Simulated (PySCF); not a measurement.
**The 13-electron isoelectronic series, non-relativistic**

Calculated with PySCF 2.14 from differences of total energies of unrestricted determinants, without spin-orbit coupling. Each ion has its own even-tempered basis scaled to its charge (20s14p6d5f for the first); frozen: 1s2. Ionisation energies in eV, correlation energies of the ion in mhartree.

```tsv
ion	configuration	UHF	LDA	PBE	PBE0	r2SCAN	MP2 (outer shells)	E_corr MP2	E_corr CCSD(T)	NIST (with spin-orbit, Breit and QED)
S³⁺	[Ne] 3s2 3p1 (2P)	46.629	47.346	47.383	47.396	47.501	47.030	-368.1	n/a	47.222 ± 0.012 (s)
Ar⁵⁺	[Ne] 3s2 3p1 (2P)	90.309	91.182	91.209	91.207	91.324	90.779	-381.1	n/a	91.29 ± 0.01
K⁶⁺	[Ne] 3s2 3p1 (2P)	116.83	117.77	117.81	117.80	117.90	117.33	-386.9	n/a	117.56 ± 0.11
Ca⁷⁺	[Ne] 3s2 3p1 (2P)	146.45	147.44	147.49	147.47	147.58	146.95	-391.7	-415.5	147.24 ± 0.12
Ti⁹⁺	[Ne] 3s2 3p1 (2P)	214.94	216.05	216.10	216.05	216.17	215.45	-400.2	-424.8	215.92 ± 0.12
Cr¹¹⁺	[Ne] 3s2 3p1 (2P)	295.69	296.90	296.95	296.89	296.99	296.22	-407.8	-433.7	296.7 ± 0.6 (s)
Fe¹³⁺	[Ne] 3s2 3p1 (2P)	388.62	389.92	390.00	389.91	389.99	389.15	-414.4	-441.6	392.2 ± 0.7 (s)
Ni¹⁵⁺	[Ne] 3s2 3p1 (2P)	493.71	495.08	495.19	495.09	495.15	494.23	-421.0	-449.6	495.4 ± 1.7 (s)
Zn¹⁷⁺	[Ne] 3s2 3p1 (2P)	610.91	612.35	612.52	612.39	612.45	611.43	-426.7	-456.7	613.3 ± 2.4 (s)
Ge¹⁹⁺	[Ne] 3s2 3p1 (2P)	740.24	741.74	741.97	741.81	741.84	740.74	-432.3	-463.6	744 ± 3 (s)
```

Each ion has its own basis, which adds noise of up to about 0.1 % along the series.

NIST values marked (s) are semi-empirical, (t) theoretical. Open shells are high-spin determinants of the terms that Hund's rules give.

All relativistic terms are absent from the calculated values; where these lie close to NIST, scalar and spin-orbit shifts of opposite sign can cancel.
